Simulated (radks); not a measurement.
Polarisability of neutral helium, [He], at imaginary frequency. Method: non-relativistic Kohn-Sham, LB94 model potential, spin-polarised, spherical densities, point nucleus; computed with a radial shooting solver on a logarithmic mesh with Libxc functionals. Response by self-consistent Sternheimer equations with the Hartree and adiabatic LDA kernel.

w (hartree)  alpha1(iw) (bohr^3)  alpha2(iw) (bohr^5)
0.00266                    1.390                2.563
0.0143                     1.390                2.563
0.0360                     1.388                2.560
0.0697                     1.383                2.553
0.118                      1.369                2.535
0.186                      1.338                2.495
0.280                      1.278                2.414
0.413                      1.171                2.263
0.605                      1.001                2.006
0.892                     0.7694                1.621
1.35                      0.5120                1.139
2.12                      0.2832               0.6597
3.59                      0.1231               0.2947
6.94                     0.03783              0.09132
17.5                    0.006358              0.01529

Static values: alpha1 = 1.390 bohr^3 (0.2060 angstrom^3; uncoupled 1.524), alpha2 = 2.563 bohr^5, alpha3 = 11.08 bohr^7. C6 = 1.468, C8 = 14.70, triple-dipole C9 = 1.493 atomic units. One-pole (London) frequency 4 C6 / (3 alpha1^2) = 1.013 hartree, against 0.851 for minus the highest occupied eigenvalue. Recommended static value: 1.38375 bohr^3 (Schwerdtfeger and Nagle, 2023 table).
